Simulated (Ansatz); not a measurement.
CH7FGe2, SMILES `[CH3][GeH]([F])[GeH3]`. Total charge 0; spin multiplicity 1. The geometry is a stationary point of PBE0-D4/def2-TZVP.

```xyz
11

C    -0.316    0.143    1.799
Ge    0.417    0.713    0.093
F     2.160    0.594    0.262
Ge   -0.160   -0.709   -1.788
H    -0.036   -0.892    1.999
H    -1.405    0.219    1.785
H     0.073    0.778    2.596
H     0.149    2.209   -0.175
H     0.255   -2.158   -1.492
H     0.544   -0.228   -3.065
H    -1.681   -0.668   -2.015
```

(1) What is the dipole moment at ωB97M-V/def2-TZVPP? (Best estimate.)

(2) And with PBE, r2SCAN, B3LYP? (Best estimate.)

(3) Give the Mulliken charges with ωB97M-V, PBE, B3LYP in def2-TZVPP. (An estimate is asked.)

Answers

(1) Ansatz gave: 2.31 D, with components (-2.28, -0.18, 0.34) D in this frame, pointing from negative to positive charge.

(2) Computed: PBE 2.20 D, r2SCAN 2.28 D, B3LYP 2.32 D.

(3) Computed: 
```json
{"atom": "C1", "ωB97M-V": "-0.45", "PBE": "-0.38", "B3LYP": "-0.39"}
{"atom": "Ge2", "ωB97M-V": "0.47", "PBE": "0.47", "B3LYP": "0.53"}
{"atom": "F3", "ωB97M-V": "-0.40", "PBE": "-0.36", "B3LYP": "-0.41"}
{"atom": "Ge4", "ωB97M-V": "-0.09", "PBE": "-0.04", "B3LYP": "-0.04"}
{"atom": "H5", "ωB97M-V": "0.13", "PBE": "0.12", "B3LYP": "0.12"}
{"atom": "H6", "ωB97M-V": "0.13", "PBE": "0.11", "B3LYP": "0.11"}
{"atom": "H7", "ωB97M-V": "0.14", "PBE": "0.12", "B3LYP": "0.12"}
{"atom": "H8", "ωB97M-V": "0.00", "PBE": "-0.04", "B3LYP": "-0.04"}
{"atom": "H9", "ωB97M-V": "0.03", "PBE": "0.00", "B3LYP": "0.00"}
{"atom": "H10", "ωB97M-V": "0.03", "PBE": "0.00", "B3LYP": "0.00"}
{"atom": "H11", "ωB97M-V": "0.02", "PBE": "0.00", "B3LYP": "-0.01"}
```

B3LYP here is the variant with VWN-RPA as its local correlation; programs differ in this.
